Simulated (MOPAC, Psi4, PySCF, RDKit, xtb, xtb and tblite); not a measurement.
Two geometries of SMILES B[SiH2]CC, relaxed at GFN2-xTB with one dihedral held; other torsions can differ between them too.

Structure A

```
13

B     -2.0540     0.5894    -0.0767
Si    -0.8475    -0.8577     0.4525
C      0.5462    -1.0498    -0.8534
C      1.3447     0.2332    -1.0497
H     -2.6418     0.5521    -1.0887
H     -2.2066     1.5474     0.5777
H     -1.4850    -2.1877     0.5412
H     -0.1535    -0.7045     1.7475
H      0.1115    -1.3487    -1.8090
H      1.2253    -1.8505    -0.5588
H      1.8039     0.5456    -0.1139
H      0.7003     1.0408    -1.3957
H      2.1376     0.0947    -1.7845
```

Structure B

```
13

B      2.0994     0.6274    -0.0447
Si     0.8769    -0.8354     0.4115
C      0.8267    -2.2335    -0.8960
C      0.3728    -1.7402    -2.2653
H      2.7371     0.6407    -1.0260
H      2.2266     1.5448     0.6704
H      1.2106    -1.5067     1.6858
H     -0.5256    -0.3965     0.5759
H      1.8167    -2.6846    -0.9933
H      0.1590    -3.0316    -0.5684
H     -0.6297    -1.3207    -2.2067
H      1.0412    -0.9668    -2.6395
H      0.3572    -2.5525    -2.9913
```

Q: Which is lower in energy at the level DF-MP2 (frozen core)/cc-pVTZ // GFN2-xTB (Psi4), and by how much?

A: B is lower, by 1.69 kJ/mol (dihedral H5–B1–Si2–C3: 60° in A, 0° in B).

E(B) − E(A) in kJ/mol at the other levels, on the same two geometries: GFN2-xTB (xtb and tblite) 1.25; PBE0/def2-TZVP // GFN2-xTB (Psi4) -2.40; PBE0-D3(BJ)/def2-TZVP // GFN2-xTB (Psi4) -2.29; PBE/def2-TZVP // GFN2-xTB (Psi4) -2.05; PBE-D3(BJ)/def2-TZVP // GFN2-xTB (Psi4) -1.94; HF/cc-pVTZ // GFN2-xTB (Psi4) -2.57; UFF // GFN2-xTB (RDKit) -1.03; PM3, restricted, heats of formation // GFN2-xTB (MOPAC) -6.64; AM1, restricted, heats of formation // GFN2-xTB (MOPAC) -2.76; GFN1-xTB // GFN2-xTB (xtb) 1.96; restricted B3LYP/6-31G*, spherical d // GFN2-xTB (PySCF) -1.59; restricted Hartree-Fock/LANL2DZ, with its core potentials past Ne // GFN2-xTB (PySCF) -2.25; restricted Hartree-Fock/3-21G // GFN2-xTB (PySCF) -2.53; restricted M06-2X/6-31G*, spherical d // GFN2-xTB (PySCF) -2.12.
